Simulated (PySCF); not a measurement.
Zn(I)(SiH3) (H3ISiZn), SMILES [Zn]([I])[SiH3].

Coordinates come from a r2SCAN-D4/def2-SVP optimisation. The def2 effective core potentials stand for the cores of I; spin–orbit coupling is left out.

Method: TDA-B3LYP/def2-SVPD run with PySCF.

Vertical excitations; the highest root listed may be one member of a degenerate set. The molecule is in vacuum. State labels are in the subgroup Cs.

Computed UV-visible absorptions:
```csv
state,symmetry,energy (eV),λ (nm),f,main pairs
S1,A",5.00,248,0.000,"HOMO−1→LUMO 50 %, HOMO→LUMO+1 50 %"
S2,A',5.04,246,0.000,"HOMO→LUMO, HOMO−1→LUMO+1 (degenerate set)"
S3,A",5.04,246,0.000,"HOMO→LUMO+1, HOMO−1→LUMO (degenerate set)"
S4,A",5.23,237,0.018,HOMO−1→LUMO+2 (degenerate set)
S5,A',5.23,237,0.018,HOMO→LUMO+2 (degenerate set)
S6,A',5.44,228,0.004,"HOMO−1→LUMO+1 39 %, HOMO→LUMO 39 %, HOMO−2→LUMO+2 19 %"
S7,A",5.53,224,0.028,HOMO−2→LUMO+1 (degenerate set)
S8,A',5.53,224,0.028,HOMO−2→LUMO (degenerate set)
S9,A',6.53,190,1.445,HOMO−2→LUMO+2 69 %
S10,A',7.09,175,0.003,HOMO→LUMO+3 97 %
T1,A',4.78,259,0,"HOMO→LUMO 49 %, HOMO−1→LUMO+1 49 %"
T2,A",4.86,255,0,HOMO−2→LUMO+1 (degenerate set)
T3,A',4.86,255,0,HOMO−2→LUMO (degenerate set)
T4,A',4.88,254,0,"HOMO→LUMO 50 %, HOMO−1→LUMO+1 50 %"
```
Triplets are in the Tamm–Dancoff approximation.
